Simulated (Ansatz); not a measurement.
Program: Ansatz. Geometries: PBE0-D4/def2-TZVP. ΔE: electronic, gas phase. CBS: MP2 limit from def2 TZ/QZ plus the TZ coupled-cluster correction, frozen cores. This one scheme is used for every species. Functionals use def2-TZVPP. def2 core potentials past Kr. For Mo outer-core shells are correlated without core-valence functions, which leaves a few kJ/mol of doubt a bond. Each species was taken in one conformer, which may not be the lowest.

Reaction (ligand exchange at a Mo–N bond): `[NH2][Mo](=[O])([F])=[S]` + HCl → `[O]=[Mo]([F])(=[S])[Cl]` + NH₃

`[NH2][Mo](=[O])([F])=[S]`:

Z-matrix (Å, degrees):
```
Mo
O 1 1.667
F 1 1.849 2 110.3
N 1 1.906 2 107.4 3 120.2
S 1 2.109 2 110.7 3 -122.2
H 4 1.010 1 122.0 2 -19.2
H 4 1.010 1 124.5 2 145.8
```

HCl:

Cartesian coordinates in Å:
```
Cl -0.327 0.545 -0.073
H 0.327 -0.545 0.073
```

`[O]=[Mo]([F])(=[S])[Cl]`:

Z-matrix (Å, degrees):
```
Mo
O 1 1.659
S 1 2.094 2 107.2
Cl 1 2.235 2 108.8 3 117.1
F 1 1.834 2 110.3 3 -119.2
```

NH₃:

Cartesian coordinates in Å:
```
N 0.227 -0.125 0.111
H 0.390 0.858 -0.074
H -0.043 -0.551 -0.766
H -0.574 -0.182 0.729
```

```
             level  ΔE (kJ/mol)
            B97M-V        -51.6
      MP2/def2-SVP        -51.3
SCS-MP2/def2-TZVPP        -57.2
      HF/CBS(def2)        -43.3
```

Task: What does CCSD(T)/CBS give? (An estimate is asked.)

Result: Ansatz gave: -47.1 kJ/mol. The listed levels differ from it by -4.5, -4.2, -10.1, 3.8 kJ/mol.

Largest T1 diagnostic among the species: 0.025, so the coupled-cluster value is less sure than usual.

At CCSD(T), def2-SVP lies +12.2 kJ/mol from the extrapolated value and def2-TZVPP +3.6 kJ/mol. From BLYP to BHLYP (50 % exact exchange), in def2-TZVPP and without D4, ΔE moves by +3.1 kJ/mol. Leaving LDA and LC-ωPBE aside and taking each functional with its dispersion term where it has one, the values, not all of them listed here, spread over 13.0 kJ/mol, from B2PLYP to CAM-B3LYP-D4. LDA lies +8.6 kJ/mol from PBE without D4.
